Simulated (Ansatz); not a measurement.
**Nudged elastic band run: C2H8AlNOSi**

input.yaml

```yaml
crystal:
  periodic: [false, false, false]
  atoms:
    - { symbol: C, position_ang: [-1.721235, 0.532756, -1.428111] }
    - { symbol: "N", position_ang: [-0.718177, 0.140903, -0.376368] }
    - { symbol: C, position_ang: [-1.363622, -0.327732, 0.832217] }
    - { symbol: O, position_ang: [-2.61478, -0.398292, 1.001366] }
    - { symbol: Al, position_ang: [1.056299, 0.241838, -0.593633] }
    - { symbol: Si, position_ang: [2.362005, -0.434824, 1.166414] }
    - { symbol: H, position_ang: [-1.620648, -0.086839, -2.345264] }
    - { symbol: H, position_ang: [-2.721811, 0.358566, -0.969684] }
    - { symbol: H, position_ang: [-1.622606, 1.602421, -1.71299] }
    - { symbol: H, position_ang: [-0.583807, -0.61945, 1.600924] }
    - { symbol: H, position_ang: [1.490181, 0.769171, -1.940484] }
    - { symbol: H, position_ang: [3.78524, -0.251884, 0.915032] }
    - { symbol: H, position_ang: [2.187001, -1.847071, 1.482601] }
    - { symbol: H, position_ang: [2.073061, 0.291438, 2.396781] }
basis:
  gaussian: { orbitals: STO-3G }
hamiltonian:
  xc: pbe
  dispersion: d4
neb:
  order_check: false
  images: 7
  f_tol: 0.05
  max_iterations: 48
  final_atoms:
    - { symbol: C, position_ang: [-1.68699483, 1.05440944, -1.18810188] }
    - { symbol: "N", position_ang: [-0.76114645, 0.5414941, -0.13322626] }
    - { symbol: C, position_ang: [-0.94859948, -1.4142562, 0.28783278] }
    - { symbol: O, position_ang: [-2.05987395, -1.7394275, 0.68149995] }
    - { symbol: Al, position_ang: [0.70625782, -0.58357183, -0.37285247] }
    - { symbol: Si, position_ang: [2.31957764, -0.42656256, 1.25727236] }
    - { symbol: H, position_ang: [-1.5604322, 0.4461316, -2.10767146] }
    - { symbol: H, position_ang: [-2.75463327, 0.98962116, -0.87456457] }
    - { symbol: H, position_ang: [-1.47497612, 2.11781239, -1.45073426] }
    - { symbol: H, position_ang: [-0.90617424, 1.10012761, 0.75179903] }
    - { symbol: H, position_ang: [0.9410649, -0.95453522, -1.8185636] }
    - { symbol: H, position_ang: [3.47679083, 0.35921138, 0.84546019] }
    - { symbol: H, position_ang: [2.85464019, -1.71972359, 1.66625295] }
    - { symbol: H, position_ang: [1.84160017, 0.20027022, 2.48439824] }
  initial_path:
    images:
      - { positions_ang: [[-1.721235, 0.532756, -1.428111], [-0.718177, 0.140903, -0.376368], [-1.363622, -0.327732, 0.832217], [-2.61478, -0.398292, 1.001366], [1.056299, 0.241838, -0.593633], [2.362005, -0.434824, 1.166414], [-1.620648, -0.086839, -2.345264], [-2.721811, 0.358566, -0.969684], [-1.622606, 1.602421, -1.71299], [-0.583807, -0.61945, 1.600924], [1.490181, 0.769171, -1.940484], [3.78524, -0.251884, 0.915032], [2.187001, -1.847071, 1.482601], [2.073061, 0.291438, 2.396781]] }
      - { positions_ang: [[-1.72565631, 0.51488104, -1.41024089], [-0.76837316, 0.12543213, -0.35103714], [-1.38878708, -0.40174641, 0.83588459], [-2.60872662, -0.5110261, 0.99202183], [1.04026858, 0.24998977, -0.56332978], [2.38013806, -0.44994568, 1.18363696], [-1.71047422, -0.15470725, -2.26420166], [-2.71697611, 0.50117074, -0.96969403], [-1.54275986, 1.53211515, -1.76596554], [-0.55406844, -0.40666089, 1.43942888], [1.51409172, 0.82277705, -1.88840226], [3.80110574, -0.24676306, 0.90509818], [2.18819915, -1.86855785, 1.45847888], [2.07911957, 0.26404236, 2.42712298]] }
      - { positions_ang: [[-1.73007762, 0.49700609, -1.39237078], [-0.81856933, 0.10996127, -0.32570628], [-1.41395217, -0.47576083, 0.83955218], [-2.60267324, -0.62376021, 0.98267766], [1.02423815, 0.25814153, -0.53302657], [2.39827111, -0.46506736, 1.20085992], [-1.80030044, -0.2225755, -2.18313932], [-2.71214122, 0.64377547, -0.96970405], [-1.46291372, 1.4618093, -1.81894107], [-0.52432988, -0.19387179, 1.27793375], [1.53800244, 0.87638311, -1.83632052], [3.81697148, -0.24164213, 0.89516435], [2.18939729, -1.8900447, 1.43435677], [2.08517815, 0.23664673, 2.45746496]] }
      - { positions_ang: [[-1.73449893, 0.47913113, -1.37450067], [-0.86876549, 0.0944904, -0.30037542], [-1.43911725, -0.54977524, 0.84321977], [-2.59661987, -0.73649431, 0.97333349], [1.00820773, 0.2662933, -0.50272335], [2.41640417, -0.48018904, 1.21808288], [-1.89012667, -0.29044375, -2.10207697], [-2.70730634, 0.78638021, -0.96971408], [-1.38306758, 1.39150346, -1.87191661], [-0.49459132, 0.01891732, 1.11643863], [1.56191316, 0.92998916, -1.78423878], [3.83283723, -0.23652119, 0.88523053], [2.19059544, -1.91153154, 1.41023465], [2.09123672, 0.20925109, 2.48780695]] }
      - { positions_ang: [[-1.73892024, 0.46125618, -1.35663057], [-0.91896166, 0.07901953, -0.27504456], [-1.46428234, -0.62378965, 0.84688736], [-2.59056649, -0.84922842, 0.96398932], [0.99217731, 0.27444506, -0.47242014], [2.43453723, -0.49531072, 1.23530584], [-1.97995289, -0.35831199, -2.02101463], [-2.70247145, 0.92898495, -0.96972411], [-1.30322144, 1.32119761, -1.92489215], [-0.46485276, 0.23170643, 0.95494351], [1.58582388, 0.98359522, -1.73215704], [3.84870297, -0.23140026, 0.8752967], [2.19179358, -1.93301839, 1.38611253], [2.09729529, 0.18185546, 2.51814893]] }
      - { positions_ang: [[-1.72593889, 0.60954449, -1.3144984], [-0.87950786, 0.19463818, -0.23958999], [-1.33536162, -0.82140629, 0.70712372], [-2.45789335, -1.07177819, 0.89336698], [0.92069744, 0.05994084, -0.44752822], [2.40579733, -0.47812368, 1.24079747], [-1.87507272, -0.1572011, -2.04267884], [-2.7155119, 0.944144, -0.94593422], [-1.34616011, 1.5203513, -1.80635268], [-0.57518313, 0.44881172, 0.90415739], [1.42463414, 0.49906261, -1.75375868], [3.75572493, -0.08374735, 0.86783757], [2.35750523, -1.87969469, 1.45614764], [2.03337151, 0.18645915, 2.50971126]] }
      - { positions_ang: [[-1.71295753, 0.75783281, -1.27236622], [-0.84005405, 0.31025682, -0.20413541], [-1.20644091, -1.01902293, 0.56736007], [-2.32522022, -1.29432796, 0.82274464], [0.84921756, -0.15456338, -0.4226363], [2.37705743, -0.46093664, 1.2462891], [-1.77019255, 0.0439098, -2.06434304], [-2.72855236, 0.95930306, -0.92214434], [-1.38909878, 1.719505, -1.6878132], [-0.6855135, 0.66591702, 0.85337127], [1.26344439, 0.01453, -1.77536032], [3.6627469, 0.06390556, 0.86037845], [2.52321688, -1.82637099, 1.52618274], [1.96944773, 0.19106284, 2.50127358]] }
      - { positions_ang: [[-1.69997618, 0.90612112, -1.23023405], [-0.80060025, 0.42587546, -0.16868084], [-1.0775202, -1.21663956, 0.42759642], [-2.19254708, -1.51687773, 0.75212229], [0.77773769, -0.36906761, -0.39774438], [2.34831754, -0.4437496, 1.25178073], [-1.66531237, 0.2450207, -2.08600725], [-2.74159282, 0.97446211, -0.89835445], [-1.43203745, 1.91865869, -1.56927373], [-0.79584387, 0.88302232, 0.80258515], [1.10225464, -0.47000261, -1.79696196], [3.56976887, 0.21155847, 0.85291932], [2.68892853, -1.77304729, 1.59621785], [1.90552395, 0.19566653, 2.49283591]] }
      - { positions_ang: [[-1.68699483, 1.05440944, -1.18810188], [-0.76114645, 0.5414941, -0.13322626], [-0.94859948, -1.4142562, 0.28783278], [-2.05987395, -1.7394275, 0.68149995], [0.70625782, -0.58357183, -0.37285247], [2.31957764, -0.42656256, 1.25727236], [-1.5604322, 0.4461316, -2.10767146], [-2.75463327, 0.98962116, -0.87456457], [-1.47497612, 2.11781239, -1.45073426], [-0.90617424, 1.10012761, 0.75179903], [0.9410649, -0.95453522, -1.8185636], [3.47679083, 0.35921138, 0.84546019], [2.85464019, -1.71972359, 1.66625295], [1.84160017, 0.20027022, 2.48439824]] }
```

Run as:

```bash
$ ansatz run input.yaml --threads 1 --pin off --max-ram 2048MiB --backend cpu --events-out ev --progress --plain --runs-dir out
```

Output, in part (warnings, iteration lines, the closing report on the highest movable image, with atoms numbered from 0):

```
NEB end point (image 0): max|allowed force component| = 1.192e-2 eV/Å (the criterion of neb.relax_end_points is 1.000e-2)
NEB end point (image 8): max|allowed force component| = 1.674e-2 eV/Å (the criterion of neb.relax_end_points is 1.000e-2)
NEB iter   1: max|band force component| = 1.364e1 eV/Å  barrier→ = 5.9919 eV  barrier← = 5.6219 eV  Δτ_max = 0.2000 Å  (236 SCF iters)
NEB iter   2: max|band force component| = 3.457e0 eV/Å  barrier→ = 4.1966 eV  barrier← = 3.8266 eV  Δτ_max = 0.2000 Å  (225 SCF iters)
NEB iter   3: max|band force component| = 3.003e0 eV/Å  barrier→ = 3.8435 eV  barrier← = 3.4735 eV  Δτ_max = 0.1997 Å  (214 SCF iters)
NEB iter   4: max|band force component| = 2.604e0 eV/Å  barrier→ = 3.6451 eV  barrier← = 3.2750 eV  Δτ_max = 0.1988 Å  (195 SCF iters)
NEB iter   5: max|band force component| = 2.468e0 eV/Å  barrier→ = 3.5508 eV  barrier← = 3.1807 eV  Δτ_max = 0.1989 Å  (194 SCF iters)
NEB iter   6: max|band force component| = 2.215e0 eV/Å  barrier→ = 3.4888 eV  barrier← = 3.1188 eV  Δτ_max = 0.1973 Å  (198 SCF iters)
NEB iter   7: max|band force component| = 2.483e0 eV/Å  barrier→ = 3.0572 eV  barrier← = 2.6871 eV  Δτ_max = 0.0994 Å  (201 SCF iters)
NEB iter   8: max|band force component| = 1.732e0 eV/Å  barrier→ = 2.7359 eV  barrier← = 2.3658 eV  Δτ_max = 0.1004 Å  (193 SCF iters)
NEB iter   9: max|band force component| = 8.531e-1 eV/Å  barrier→ = 2.5301 eV  barrier← = 2.1600 eV  Δτ_max = 0.1005 Å  (192 SCF iters)
NEB iter  10: max|band force component| = 7.908e-1 eV/Å  barrier→ = 2.9494 eV  barrier← = 2.5794 eV  Δτ_max = 0.1004 Å  (192 SCF iters)
NEB iter  11: max|band force component| = 8.905e-1 eV/Å  barrier→ = 3.3464 eV  barrier← = 2.9763 eV  Δτ_max = 0.0499 Å  (192 SCF iters)
NEB iter  12: max|band force component| = 6.749e-1 eV/Å  barrier→ = 3.5057 eV  barrier← = 3.1356 eV  Δτ_max = 0.0499 Å  (195 SCF iters)
NEB iter  13: max|band force component| = 5.923e-1 eV/Å  barrier→ = 3.5358 eV  barrier← = 3.1657 eV  CI = image 4  Δτ_max = 0.1002 Å  (196 SCF iters)
NEB iter  14: max|band force component| = 3.534e-1 eV/Å  barrier→ = 3.5098 eV  barrier← = 3.1398 eV  CI = image 4  Δτ_max = 0.0737 Å  (201 SCF iters)
NEB iter  15: max|band force component| = 2.259e-1 eV/Å  barrier→ = 3.4996 eV  barrier← = 3.1296 eV  CI = image 4  Δτ_max = 0.0998 Å  (189 SCF iters)
NEB iter  16: max|band force component| = 1.821e-1 eV/Å  barrier→ = 3.4925 eV  barrier← = 3.1224 eV  CI = image 4  Δτ_max = 0.0924 Å  (195 SCF iters)
NEB iter  17: max|band force component| = 4.413e-1 eV/Å  barrier→ = 3.4883 eV  barrier← = 3.1183 eV  CI = image 4  Δτ_max = 0.0312 Å  (194 SCF iters)
NEB iter  18: max|band force component| = 2.223e-1 eV/Å  barrier→ = 3.4849 eV  barrier← = 3.1149 eV  CI = image 4  Δτ_max = 0.0468 Å  (200 SCF iters)
NEB iter  19: max|band force component| = 1.213e-1 eV/Å  barrier→ = 3.4828 eV  barrier← = 3.1128 eV  CI = image 4  Δτ_max = 0.0410 Å  (195 SCF iters)
NEB iter  20: max|band force component| = 1.011e-1 eV/Å  barrier→ = 3.4816 eV  barrier← = 3.1115 eV  CI = image 4  Δτ_max = 0.0317 Å  (198 SCF iters)
NEB iter  21: max|band force component| = 8.275e-2 eV/Å  barrier→ = 3.4810 eV  barrier← = 3.1110 eV  CI = image 4  Δτ_max = 0.0092 Å  (200 SCF iters)
NEB iter  22: max|band force component| = 3.193e-2 eV/Å  barrier→ = 3.4808 eV  barrier← = 3.1108 eV  CI = image 4  Δτ_max = 0.0000 Å  (341 SCF iters)
Total energy: -19954.01907721 eV, -733.2966757677 hartree
Atom 0 at    -1.704347     0.761072    -1.321430 Å, force     0.007334     0.000614     0.007227 eV/Å
Atom 1 at    -0.692669     0.433192    -0.258462 Å, force     0.008455     0.007287    -0.026284 eV/Å
Atom 2 at    -1.313572    -0.638071     1.064545 Å, force    -0.030193    -0.006551     0.009738 eV/Å
Atom 3 at    -2.354431    -1.251850     0.767544 Å, force     0.021254     0.007905     0.007887 eV/Å
Atom 4 at     0.999843    -0.064472    -0.606274 Å, force    -0.005072     0.001637     0.002450 eV/Å
Atom 5 at     2.372419    -0.441424     1.192799 Å, force     0.000145    -0.002175    -0.001278 eV/Å
Atom 6 at    -1.402663     0.380807    -2.322728 Å, force    -0.000068     0.000527    -0.001865 eV/Å
Atom 7 at    -2.675144     0.279745    -1.054047 Å, force    -0.003190     0.000047    -0.000871 eV/Å
Atom 8 at    -1.865741     1.859194    -1.405907 Å, force    -0.001709    -0.001677    -0.000778 eV/Å
Atom 9 at    -0.872596     0.492495     1.145603 Å, force     0.002776    -0.010550     0.004344 eV/Å
Atom 10 at     1.353856    -0.218243    -2.069501 Å, force     0.001707     0.002031    -0.002151 eV/Å
Atom 11 at     3.775976    -0.190282     0.889947 Å, force    -0.000730     0.000699     0.000875 eV/Å
Atom 12 at     2.309104    -1.821161     1.659608 Å, force     0.000580    -0.000069    -0.000006 eV/Å
Atom 13 at     2.057069     0.389999     2.347103 Å, force    -0.001289     0.000275     0.000711 eV/Å
Dipole moment:     0.118607     0.280361    -0.292071 e Å
```

The forces met the threshold. Neighbouring images differ by up to 2.6 eV, so the band resolves the path poorly. A vibrational analysis at the climbing image gives one clearly imaginary mode, 1686i cm⁻¹: a first-order saddle point. The orbitals stay closed-shell, which can raise the energy where a bond breaks towards radicals; this wasn't checked here. Limits of this set-up: minimal basis.

Final band (atoms are numbered from 1 in the order of the input):

```csv
image,path coordinate (Å),energy (eV),N2–C3 (Å),C3–H10 (Å),N2–H10 (Å)
0,0.00,0.00,1.45,1.13,2.12
1,0.69,0.02,1.45,1.13,2.12
2,1.37,0.19,1.45,1.13,2.12
3,2.06,0.85,1.48,1.11,1.95
4,2.74,3.48,1.81,1.22,1.42
5,3.62,1.39,2.35,2.18,1.05
6,4.49,0.86,2.30,2.46,1.05
7,5.37,0.39,2.12,2.60,1.05
8,6.24,0.37,2.01,2.56,1.06
```

The run took 9 min on 1 thread of Arm Neoverse V1, with other jobs on the host, peak memory 0.11 GiB.
